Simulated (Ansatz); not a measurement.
H$_{2}$OSSn, singlet, at a GFN2-xTB geometry (such geometries of metal compounds can be far from the true shape) (core potentials on Sn); B3LYP/def2-SVPD run with Ansatz (an electronic-structure program).

Ansatz was given this input:
Ansatz 0.2 input:
```yaml
crystal:
  periodic: [false, false, false]
  atoms:
    - {symbol: Sn, position_ang: [-0.09160634, -0.39875901, 0.40901121]}
    - {symbol: O, position_ang: [1.42640372, -1.09707647, -0.71028959]}
    - {symbol: H, position_ang: [1.84380081, -0.70172812, -1.47295134]}
    - {symbol: S, position_ang: [-0.45128176, 1.70061224, -0.82354820]}
    - {symbol: H, position_ang: [-1.45420536, 2.20649461, -0.11852141]}
basis:
  gaussian:
    orbitals: def2-SVPD
hamiltonian:
  xc: b3lyp
```

Write the output that Ansatz gives for this input, abridged.


```
Functional definition: B3LYP
990 factors; their error is unknown
mean field evaluation 1: about -18737.8150 eV, gradient 6.3e1 eV
mean field evaluation 2: about -18657.0149 eV, gradient 1.7e2 eV
mean field evaluation 4: about -18744.9194 eV, gradient 1.6e1 eV
mean field evaluation 8: about -18745.8136 eV, gradient 1.6e-1 eV
mean field evaluation 16: about -18745.9504 eV, gradient 5.0e-5 eV
mean field -18745.95042619 eV, -688.9009717011 hartree, gradient 5.0e-5 eV, S^2 0.000000; 0 other end points of the search recorded, 0 dependent functions left out
reference -18745.95066735 eV, -688.9009805634 hartree; 24, 24 occupied and 74, 74 virtual orbitals, 990 factors
Total energy: -18745.95066735 eV, -688.9009805634 hartree
```
